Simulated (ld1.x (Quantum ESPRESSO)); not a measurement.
**An all-electron radial function and its pseudo partner (chlorine (Cl))**

Columns: radius, all-electron u(r) and pseudo u(r) of the 3p shell (level -11.11 eV) of chlorine in the configuration [Ne] 3s2 3p4.75; PBEsol, scalar-relativistic, ultrasoft scheme, ld1.x (Quantum ESPRESSO) 7.5.

| r (bohr) | all-electron | pseudo |
| --- | --- | --- |
| 0.072 | 0.1286 | -0.0067 |
| 0.145 | 0.2892 | -0.0269 |
| 0.217 | 0.3630 | -0.0590 |
| 0.290 | 0.3508 | -0.1024 |
| 0.362 | 0.2776 | -0.1541 |
| 0.435 | 0.1666 | -0.2132 |
| 0.507 | 0.0403 | -0.2757 |
| 0.580 | -0.0913 | -0.3411 |
| 0.652 | -0.2158 | -0.4055 |
| 0.725 | -0.3316 | -0.4687 |
| 0.798 | -0.4341 | -0.5282 |
| 0.870 | -0.5212 | -0.5822 |
| 0.942 | -0.5945 | -0.6308 |
| 1.015 | -0.6549 | -0.6738 |
| 1.088 | -0.7022 | -0.7103 |
| 1.160 | -0.7371 | -0.7395 |
| 1.232 | -0.7616 | -0.7619 |
| 1.305 | -0.7771 | -0.7771 |
| 1.378 | -0.7845 | -0.7845 |
| 1.450 | -0.7851 | -0.7851 |
| 1.522 | -0.7801 | -0.7801 |
| 1.595 | -0.7702 | -0.7702 |
| 1.668 | -0.7564 | -0.7564 |
| 1.740 | -0.7398 | -0.7398 |
| 1.812 | -0.7207 | -0.7207 |
| 1.885 | -0.6994 | -0.6994 |

**Question.** How many radial nodes do the two functions have?

**Answer.** The all-electron 3p function has n − l − 1 = 1; the pseudo-wave has 0, since the states of the same l below it are removed with the core.

**Question.** At about which radius was the pseudo-wave matched?

**Answer.** 1.30 bohr, where the columns begin to agree (steps of 0.07 bohr).

**Question.** Is the pseudo-wave norm-conserving?

**Answer.** No, it belongs to an ultrasoft set: the norm inside the radius is not constrained, and the difference is carried by the augmentation charge.
